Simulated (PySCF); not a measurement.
## How methods differ on the electron affinity of W

W⁻ [Xe] 4f14 5d5 6s2 (6S) → W [Xe] 4f14 5d4 6s2 (5D), as a difference of total energies. All numbers are calculated (PySCF 2.14, scalar relativity through the core potential, in def2-QZVPPD with the def2 core potential (60 electrons) (7s6p4d3f2g, 84 functions)). Correlated levels: valence and next inner shell: nothing frozen outside the core potential. The calculations carry no spin-orbit coupling.

| method | electron affinity (eV) |
| --- | --- |
| UHF | 0.531 |
| MP2 (valence and next inner shell) | 1.153 |
| SCS-MP2 (valence and next inner shell) | 0.681 |
| CCSD (valence and next inner shell) | 1.158 |
| CCSD(T) (valence and next inner shell) | 1.237 |

How much does correlation contribute at CCSD(T) (valence and next inner shell)?

1.237 − (0.531) = 0.706 eV, measured against UHF.

The reference lies between the lowest fine-structure levels, while these numbers refer to the centres of the terms.

Errors of the correlated levels include the incompleteness of this basis.

The coupled-cluster amplitudes are large for W⁻ (T1 above 0.03 or a double amplitude above 0.15), so a single reference is strained.

For comparison: 0.817 eV (measured; photodetachment measurements, as compiled on the Wikipedia data page of electron affinities).
